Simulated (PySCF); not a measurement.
C2H7OSi, doublet, geometry from GFN2-xTB; B3LYP/3-21G in PySCF.

Here is a job for PySCF.
```python
from pyscf import gto, scf, dft

mol = gto.M(
    atom='''
C    -1.25117299   -1.14189568   -0.08340094
Si   -0.05201846    0.40660041   -0.28931395
C     1.52901773   -0.73370817   -0.00961272
O    -0.23588869    1.46340425    0.79243281
H    -1.03290529   -1.90381264   -0.81733669
H    -1.16645880   -1.53241009    0.91999748
H    -2.23728515   -0.72883310   -0.24052025
H    -0.06203034    0.73298104   -1.71758477
H     1.50806457   -1.13973666    0.99098121
H     2.36169124   -0.05361154   -0.11846018
H     1.57722329   -1.52059366   -0.74806204
''',
    basis='3-21g',
    spin=1,
    verbose=4,
)

mf = dft.UKS(mol)
mf.xc = 'b3lyp'
mf.kernel()
mo_i, mo_e, stable_i, stable_e = mf.stability(internal=True, external=False, return_status=True, nroots=6, tol=1e-6)
print('internally stable:', stable_i, ' externally stable:', stable_e)
if not stable_i:
    umf = mf.copy()
    umf.scf_summary = {}
    umf.kernel(umf.make_rdm1(mo_i, mf.mo_occ))
```

Output, abridged:

```
PySCF version 2.14.0

[INPUT] verbose = 4
[INPUT] num. atoms = 11
[INPUT] num. electrons = 41
[INPUT] charge = 0
[INPUT] spin (= nelec alpha-beta = 2S) = 1
[INPUT] symmetry False subgroup None
[INPUT] Mole.unit = angstrom
[INPUT] Symbol           X                Y                Z      unit          X                Y                Z       unit  Magmom
[INPUT]  1 C     -1.251172990000  -1.141895680000  -0.083400940000 AA   -2.364374285553  -2.157870098024  -0.157604935131 Bohr   0.0
[INPUT]  2 Si    -0.052018460000   0.406600410000  -0.289313950000 AA   -0.098300642822   0.768363417036  -0.546724129516 Bohr   0.0
[INPUT]  3 C      1.529017730000  -0.733708170000  -0.009612720000 AA    2.889424749304  -1.386507496656  -0.018165408112 Bohr   0.0
[INPUT]  4 O     -0.235888690000   1.463404250000   0.792432810000 AA   -0.445765019982   2.765433242025   1.497480983020 Bohr   0.0
[INPUT]  5 H     -1.032905290000  -1.903812640000  -0.817336690000 AA   -1.951908110714  -3.597684482085  -1.544542495659 Bohr   0.0
[INPUT]  6 H     -1.166458800000  -1.532410090000   0.919997480000 AA   -2.204287667589  -2.895835380620   1.738543272490 Bohr   0.0
[INPUT]  7 H     -2.237285150000  -0.728833100000  -0.240520250000 AA   -4.227856196056  -1.377294949518  -0.454517399912 Bohr   0.0
[INPUT]  8 H     -0.062030340000   0.732981040000  -1.717584770000 AA   -0.117220354014   1.385133420099  -3.245764811024 Bohr   0.0
[INPUT]  9 H      1.508064570000  -1.139736660000   0.990981210000 AA    2.849829015460  -2.153790141527   1.872683081490 Bohr   0.0
[INPUT] 10 H      2.361691240000  -0.053611540000  -0.118460180000 AA    4.462949634384  -0.101311127716  -0.223857296867 Bohr   0.0
[INPUT] 11 H      1.577223290000  -1.520593660000  -0.748062040000 AA    2.980520055385  -2.873505564150  -1.413632379783 Bohr   0.0

nuclear repulsion = 170.160083908798
number of shells = 36
number of NR pGTOs = 93
number of NR cGTOs = 54
basis = 3-21g
ecp = {}

******** <class 'pyscf.dft.uks.UKS'> ********
method = UKS
initial guess = minao
damping factor = 0
level_shift factor = 0
DIIS = <class 'pyscf.scf.diis.CDIIS'>
diis_start_cycle = 1
diis_space = 8
diis_damp = 0
SCF conv_tol = 1e-09
SCF conv_tol_grad = None
SCF max_cycles = 50
direct_scf = True
direct_scf_tol = 1e-13
number electrons alpha = 21  beta = 20
XC library pyscf.dft.libxc version 7.1.2
    S. Lehtola, C. Steigemann, M. J. T. Oliveira, and M. A. L. Marques,  SoftwareX 7, 1–5 (2018)
XC functionals = b3lyp
    P. J. Stephens, F. J. Devlin, C. F. Chabalowski, and M. J. Frisch,  J. Phys. Chem. 98, 11623 (1994)
radial grids:
    Treutler-Ahlrichs [JCP 102, 346 (1995); DOI:10.1063/1.469408] (M4) radial grids

becke partition: Becke, JCP 88, 2547 (1988); DOI:10.1063/1.454033
pruning grids: <function nwchem_prune>
grids dens level: 3
symmetrized grids: False
atomic radii adjust function: <function treutler_atomic_radii_adjust>
small_rho_cutoff = 0
Set gradient conv threshold to 3.16228e-05
tot grids = 130160
init E= -442.584857523395

cycle= 1 E= -442.453061208711  delta_E= 0.132  |g|= 0.723  |ddm|=    2
cycle= 2 E= -440.085313405422  delta_E= 2.37  |g|= 2.14  |ddm|= 4.23
cycle= 3 E= -442.695881446837  delta_E= -2.61  |g|= 0.166  |ddm|= 3.89
cycle= 4 E= -442.684973021959  delta_E= 0.0109  |g|= 0.264  |ddm|= 0.414
cycle= 5 E= -442.714780688415  delta_E= -0.0298  |g|= 0.107  |ddm|= 0.193
cycle= 6 E= -442.720209967272  delta_E= -0.00543  |g|= 0.036  |ddm|= 0.13
cycle= 7 E= -442.720944009823  delta_E= -0.000734  |g|= 0.00263  |ddm|= 0.0679
cycle= 8 E= -442.720951057423  delta_E= -7.05e-06  |g|= 0.0012  |ddm|= 0.00699
cycle= 9 E= -442.720952096668  delta_E= -1.04e-06  |g|= 0.000466  |ddm|= 0.00266
cycle= 10 E= -442.720952229296  delta_E= -1.33e-07  |g|= 7.15e-05  |ddm|= 0.000936
cycle= 11 E= -442.720952235905  delta_E= -6.61e-09  |g|= 1.52e-05  |ddm|= 0.000211
cycle= 12 E= -442.720952236135  delta_E= -2.3e-10  |g|= 3.66e-06  |ddm|= 3.14e-05
Extra cycle  E= -442.720952236145  delta_E= -1e-11  |g|= 3.98e-06  |ddm|= 9.89e-06
converged SCF energy = -442.720952236145  <S^2> = 0.76068437  2S+1 = 2.010656
uhf_internal: lowest eigs of H = [0.03331223 0.16783833 0.2214666  0.26820104 0.38116547 0.39183188]
<class 'pyscf.dft.uks.UKS'> wavefunction is stable in the internal stability analysis
internally stable: True  externally stable: None
```
